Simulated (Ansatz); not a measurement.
Basis-set series for C9H17GeNSi (`C[Si](C)(C)[N]([GeH3])c1ccccc1`). Charge 0, multiplicity 1. The structure was optimised at the PBE0-D4/def2-TZVP level. It is one conformer, not always the lowest.

Cartesian coordinates in Å:
```
C 3.075 -0.576 0.172
Si 1.355 -0.620 -0.569
C 0.587 -2.290 -0.234
C 1.504 -0.325 -2.413
N 0.405 0.620 0.226
Ge 1.194 2.151 0.909
C -0.983 0.495 0.396
C -1.589 0.795 1.619
C -2.958 0.674 1.787
C -3.759 0.233 0.745
C -3.170 -0.073 -0.473
C -1.803 0.067 -0.650
H 3.047 -0.683 1.259
H 3.659 -1.411 -0.227
H 3.616 0.342 -0.068
H 1.222 -3.077 -0.651
H 0.496 -2.463 0.841
H -0.406 -2.391 -0.673
H 2.184 -1.053 -2.865
H 1.904 0.673 -2.613
H 0.542 -0.407 -2.925
H 0.134 3.260 0.879
H 1.695 1.944 2.353
H 2.393 2.504 0.014
H -0.971 1.108 2.455
H -3.399 0.915 2.748
H -4.829 0.132 0.878
H -3.782 -0.408 -1.303
H -1.362 -0.139 -1.618
```

| functional | basis | functions | energy (Eh) | HOMO (eV) | LUMO (eV) |
| --- | --- | --- | --- | --- | --- |
| PBE0-D4 | def2-SVP | 275 | -2773.01437 | -6.03 | -0.03 |
| PBE0-D4 | def2-QZVPP | 1239 | -2773.89557 | -6.11 | -0.26 |
| ωB97M-V | def2-SVP | 275 | -2773.51507 | -8.10 | 2.00 |
| ωB97M-V | def2-QZVPP | 1239 | -2774.41483 | -8.17 | 1.42 |

Give the rows for def2-TZVPP. (Estimate.)

Ansatz gave: 
| functional | basis | functions | energy (Eh) | HOMO (eV) | LUMO (eV) |
| --- | --- | --- | --- | --- | --- |
| PBE0-D4 | def2-TZVPP | 638 | -2773.81847 | -6.09 | -0.20 |
| ωB97M-V | def2-TZVPP | 638 | -2774.34093 | -8.17 | 1.74 |

Positive LUMOs are unbound and depend on the basis. Scalar relativity is left out up to krypton.
